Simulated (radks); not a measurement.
The iridium ion Ir3+, configuration [Xe] 4f14 5d6. Calculated with a radial shooting solver on a logarithmic mesh with Libxc functionals: Dirac Kohn-Sham, exchange-only PBE, spin-unpolarised, spherical densities, finite nucleus; open shells fill j = l - 1/2 first; Fermi nuclear charge, rms radius 5.4032 fm. Some entries of the table are withheld. Estimate them.

orbital  occ.  eigenvalue (eV)  <r^2> (bohr^2)  <r> (bohr)
1s1/2       2        -76014.83       0.0004197     0.01744
2s1/2       2        -13313.37        0.006361     0.07297
2p1/2       2        -12758.11        0.004517     0.06017
2p3/2       4        -11130.53        0.005709     0.06848
3s1/2       2        -3136.492         0.04140      0.1899
3p1/2       2        -2886.911         0.03783      0.1801
3p3/2       4        -2530.551         0.04431      0.1954
3d3/2       4        -2112.495         0.03413      0.1705
3d5/2       6        -2035.471         0.03590      0.1752
4s1/2       2        -692.4591          0.2024      0.4233
4p1/2       2              (1)          0.2074      0.4267
4p3/2       4              (2)          0.2411      0.4604
4d3/2       4        -329.5597          0.2579      0.4719
4d5/2       6        -313.9091          0.2702      0.4832
5s1/2       2        -127.5835           1.071      0.9769
5p1/2       2         -94.3527           1.270       1.060
4f5/2       6         -93.6890          0.3456      0.5312
4f7/2       8         -90.5682          0.3558      0.5389
5p3/2       4         -80.6181           1.509       1.156
5d3/2       4         -36.3337           2.736       1.536
5d5/2       2         -34.9094           2.907       1.583
6s1/2       0         -30.6650           6.603       2.432
6p1/2       0         -23.4782           8.881       2.820
6p3/2       0         -21.7190           10.19       3.023

Answer. 
(1) 4p1/2 eigenvalue (eV): -587.0147
(2) 4p3/2 eigenvalue (eV): -502.7075
